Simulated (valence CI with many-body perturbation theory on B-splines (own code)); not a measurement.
Te45+: calculated level list

Level of theory: valence CI with perturbative core correlation (CI+MBPT): five valence electrons over a frozen Dirac-Fock core [He], radial functions for each j: 11 s, 11 p, 10 d, 8 f, 5 g, 2 h, with the one-electron correlation potential Σ1 (screened to all orders), the two-electron term Σ2, the three-electron term Σ3, Breit, model QED; selected single and double excitations, second order for the rest, scaled by the run's own slope (own B-spline code, finite nucleus).

No measured spectrum was set against this ion. As an estimate, large intervals hold to a few tenths of a per cent, small ones and those within an open d or f shell to about a per cent. Among the levels kept, up to 7200 cm⁻¹ of a level comes from second order outside the variational space, and about a tenth of that is noise between levels of different J, which matters for small intervals.

Levels 136 to 180 of 200, with energies above the lowest level, (2s^2 2p1/2^2 2p3/2) J=3/2. "Leading %" is the weight of the configuration and term that name the level; weights of strongly mixed levels are sums over their largest components and can fall short, so below about 35 % the name and the second component can differ from the true leading terms, or belong to a minority configuration. In the jj column 3d3/2^4 stands for four electrons in 3d with j = 3/2.

| No. | Configuration | Term | J | E (Ry) | Leading % | Second component | g | Leading jj |
| --- | --- | --- | --- | --- | --- | --- | --- | --- |
| 136 | 2s2p³3p | ⁴P | 3/2 | 379.54 | 32 | 23 % 2s2p³3p ⁴D | 1.418 | 2s 2p1/2 2p3/2^2 3p3/2 (99 %) |
| 137 | 2s2p³3d | ⁶D° | 7/2 | 379.65 | 34 | 30 % 2s2p³3d ⁴G° | 1.272 | 2s 2p1/2 2p3/2^2 3d3/2 (77 %) |
| 138 | 2s2p³3p | ⁴P | 5/2 | 380.01 | 48 | 16 % 2s2p³3p ⁴F | 1.338 | 2s 2p1/2 2p3/2^2 3p3/2 (94 %) |
| 139 | 2s2p³3d | ⁶D° | 9/2 | 380.32 | 44 | 38 % 2s2p³3d ⁴G° | 1.341 | 2s 2p1/2 2p3/2^2 3d5/2 (95 %) |
| 140 | 2s2p³3p | ²P | 1/2 | 380.38 | 68 | 18 % 2s2p³3p ⁴D | 0.732 | 2s 2p1/2 2p3/2^2 3p3/2 (96 %) |
| 141 | 2s2p³3p | ⁴P | 3/2 | 380.60 | 32 | 18 % 2s2p³3p ²P | 1.313 | 2s 2p1/2 2p3/2^2 3p3/2 (98 %) |
| 142 | 2s2p³3d | ⁴D° | 7/2 | 380.69 | 55 | 18 % 2s2p³3d ²G° | 1.282 | 2s 2p1/2 2p3/2^2 3d5/2 (78 %) |
| 143 | 2s2p³3p | ²F | 7/2 | 380.92 | 77 | 14 % 2s2p³3p ⁴F | 1.181 | 2s 2p1/2 2p3/2^2 3p3/2 (97 %) |
| 144 | 2s2p³3p | ²P | 1/2 | 381.27 | 44 | 21 % 2s2p³3p ²S | 1.347 | 2s 2p1/2 2p3/2^2 3p3/2 (94 %) |
| 145 | 2s2p³3p | ²D | 5/2 | 381.30 | 42 | 15 % 2s2p³3p ⁴D | 1.290 | 2s 2p1/2 2p3/2^2 3p3/2 (97 %) |
| 146 | 2s2p³3p | ²D | 3/2 | 381.64 | 35 | 30 % 2s2p³3p ²P | 1.263 | 2s 2p1/2 2p3/2^2 3p3/2 (97 %) |
| 147 | 2s2p³3d | ⁴F° | 9/2 | 381.64 | 35 | 33 % 2s2p³3d ²G° | 1.197 | 2s 2p1/2 2p3/2^2 3d3/2 (88 %) |
| 148 | 2s2p³3p | ²D | 5/2 | 381.67 | 47 | 22 % 2s2p³3p ⁴D | 1.239 | 2s 2p1/2 2p3/2^2 3p3/2 (96 %) |
| 149 | 2s2p³3d | ⁴D° | 1/2 | 381.83 | 56 | 18 % 2s2p³3d ²P° | 0.800 | 2s 2p1/2 2p3/2^2 3d5/2 (92 %) |
| 150 | 2s2p³3d | ⁴P° | 5/2 | 382.01 | 46 | 23 % 2s2p³3d ⁴D° | 1.385 | 2s 2p1/2 2p3/2^2 3d3/2 (60 %) |
| 151 | 2s2p³3d | ⁴D° | 7/2 | 382.05 | 44 | 41 % 2s2p³3d ⁴F° | 1.298 | 2s 2p1/2 2p3/2^2 3d3/2 (87 %) |
| 152 | 2s2p³3d | ⁴S° | 3/2 | 382.33 | 33 | 17 % 2s2p³3d ⁴D° | 1.386 | 2s 2p1/2 2p3/2^2 3d5/2 (50 %) |
| 153 | 2s2p³3d | ⁴D° | 5/2 | 382.63 | 69 | 9 % 2s2p³3d ²D° | 1.259 | 2s 2p1/2 2p3/2^2 3d5/2 (56 %) |
| 154 | 2s2p³3p | ²P | 1/2 | 382.68 | 63 | 29 % 2s2p³3p ⁴P | 1.346 | 2s 2p1/2 2p3/2^2 3p3/2 (97 %) |
| 155 | 2s2p³3d | ⁴P° | 3/2 | 382.70 | 47 | 32 % 2s2p³3d ⁴D° | 1.447 | 2s 2p1/2 2p3/2^2 3d3/2 (57 %) |
| 156 | 2s2p³3p | ²D | 3/2 | 382.77 | 43 | 24 % 2s2p³3p ²P | 1.089 | 2s 2p1/2 2p3/2^2 3p3/2 (93 %) |
| 157 | 2s2p³3d | ⁴G° | 11/2 | 382.81 | 100 |  | 1.260 | 2s 2p1/2 2p3/2^2 3d5/2 (100 %) |
| 158 | 2s2p³3d | ⁴F° | 9/2 | 383.04 | 53 | 45 % 2s2p³3d ²G° | 1.218 | 2s 2p1/2 2p3/2^2 3d5/2 (91 %) |
| 159 | 2s2p³3d | ²S° | 1/2 | 383.92 | 48 | 24 % 2s2p³3d ⁴P° | 1.699 | 2s 2p1/2 2p3/2^2 3d5/2 (91 %) |
| 160 | 2s2p³3d | ⁴F° | 3/2 | 384.40 | 54 | 12 % 2s2p³3d ²D° | 0.743 | 2s 2p1/2 2p3/2^2 3d3/2 (81 %) |
| 161 | 2s2p³3d | ²F° | 7/2 | 384.56 | 50 | 24 % 2s2p³3d ²G° | 1.124 | 2s 2p1/2 2p3/2^2 3d5/2 (78 %) |
| 162 | 2s2p³3d | ²P° | 3/2 | 384.60 | 45 | 16 % 2s2p³3d ⁴S° | 1.263 | 2s 2p1/2 2p3/2^2 3d5/2 (79 %) |
| 163 | 2s2p³3d | ²D° | 5/2 | 384.76 | 43 | 17 % 2s2p³3d ²F° | 1.140 | 2s 2p1/2 2p3/2^2 3d5/2 (70 %) |
| 164 | 2p⁴3s | ⁴P | 5/2 | 385.01 | 66 | 26 % 2p⁴3s ²D | 1.463 | 2p1/2^2 2p3/2^2 3s (92 %) |
| 165 | 2s2p³3d | ⁴D° | 1/2 | 385.35 | 54 | 25 % 2s2p³3d ²P° | 0.539 | 2s 2p1/2 2p3/2^2 3d3/2 (91 %) |
| 166 | 2s2p³3d | ²D° | 3/2 | 385.49 | 38 | 32 % 2s2p³3d ⁴D° | 0.862 | 2s 2p1/2 2p3/2^2 3d3/2 (91 %) |
| 167 | 2s2p³3d | ²D° | 5/2 | 385.51 | 26 | 24 % 2s2p³3d ⁴G° | 1.015 | 2s 2p1/2 2p3/2^2 3d3/2 (75 %) |
| 168 | 2p⁴3s | ²P | 3/2 | 385.64 | 51 | 28 % 2p⁴3s ²D | 1.203 | 2p1/2^2 2p3/2^2 3s (91 %) |
| 169 | 2s2p³3d | ²G° | 7/2 | 385.99 | 54 | 25 % 2s2p³3d ²F° | 0.998 | 2s 2p1/2 2p3/2^2 3d3/2 (86 %) |
| 170 | 2s2p³3d | ⁴D° | 5/2 | 386.03 | 31 | 25 % 2s2p³3d ⁴F° | 1.168 | 2s 2p1/2 2p3/2^2 3d5/2 (71 %) |
| 171 | 2s2p³3d | ²D° | 5/2 | 386.51 | 34 | 17 % 2s2p³3d ⁴P° | 1.152 | 2s 2p1/2 2p3/2^2 3d3/2 (67 %) |
| 172 | 2s2p³3d | ²P° | 3/2 | 386.68 | 29 | 17 % 2s2p³3d ²D° | 1.228 | 2s 2p1/2 2p3/2^2 3d3/2 (69 %) |
| 173 | 2s2p³3d | ⁴D° | 7/2 | 386.83 | 49 | 14 % 2s2p³3d ²G° | 1.233 | 2s 2p1/2 2p3/2^2 3d5/2 (96 %) |
| 174 | 2s2p³3d | ²D° | 5/2 | 386.90 | 36 | 20 % 2s2p³3d ²F° | 1.162 | 2s 2p1/2 2p3/2^2 3d3/2 (74 %) |
| 175 | 2s2p³3d | ²P° | 1/2 | 387.10 | 51 | 36 % 2s2p³3d ⁴D° | 0.534 | 2s 2p1/2 2p3/2^2 3d3/2 (88 %) |
| 176 | 2s2p³3d | ⁴D° | 5/2 | 387.24 | 31 | 19 % 2s2p³3d ²D° | 1.192 | 2s 2p1/2 2p3/2^2 3d5/2 (86 %) |
| 177 | 2s2p³3d | ²D° | 3/2 | 387.24 | 37 | 12 % 2s2p³3d ⁴D° | 1.063 | 2s 2p1/2 2p3/2^2 3d3/2 (94 %) |
| 178 | 2s2p³3d | ²P° | 1/2 | 387.62 | 47 | 24 % 2s2p³3d ²S° | 1.004 | 2s 2p1/2 2p3/2^2 3d3/2 (93 %) |
| 179 | 2s2p³3d | ²G° | 9/2 | 387.64 | 80 | 12 % 2s2p³3d ⁴G° | 1.135 | 2s 2p1/2 2p3/2^2 3d5/2 (97 %) |
| 180 | 2s2p³3d | ²F° | 7/2 | 387.88 | 54 | 17 % 2s2p³3d ⁴D° | 1.181 | 2s 2p1/2 2p3/2^2 3d5/2 (97 %) |
